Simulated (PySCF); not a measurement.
**AsHF: map over both bonds**

All numbers come from UPBE0 in PySCF with As def2-TZVP, H def2-TZVP, F def2-TZVP; no relativity; density-fitted integrals.

Rigid scan from the doublet minimum (As–F 1.747 Å, As–H 1.536 Å; F–As–H 94.2°). Coordinate: rows scale the first bond (As–H), columns the second (As–F). Energies in kJ/mol from the minimum.

Problem. Give the energy map for rows 0.94, 0.97, 1.00, 1.04, 1.09, 1.15 and columns 0.94, 0.97, 1.00, 1.04, 1.09, 1.15.

Solution. 
```csv
scale \ scale,0.94,0.97,1.00,1.04,1.09,1.15
0.94,25.6,12.1,8.0,13.3,31.6,64.0
0.97,19.2,5.8,1.9,7.2,25.7,58.1
1.00,17.0,3.9,0.0,5.5,24.0,56.6
1.04,19.5,6.5,2.8,8.5,27.2,59.9
1.09,28.9,16.2,12.8,18.7,37.6,70.5
1.15,46.7,34.4,31.2,37.4,56.7,89.8
```

Problem. And the size of the dipole moment (D) on the same grid?

Solution. 
```
scale \ scale  0.94  0.97  1.00  1.04  1.09  1.15
         0.94  1.25  1.54  1.84  2.22  2.69  3.22
         0.97  1.21  1.52  1.81  2.20  2.67  3.20
         1.00  1.18  1.49  1.79  2.18  2.65  3.19
         1.04  1.15  1.46  1.76  2.16  2.63  3.17
         1.09  1.13  1.44  1.74  2.14  2.61  3.16
         1.15  1.13  1.43  1.73  2.12  2.59  3.13
```

Other isomers or separated fragments may lie lower.

The scan took 51 s on 2 threads of a shared Intel Xeon 6975P-C (Granite Rapids) host; the process peaked at 0.81 GiB.
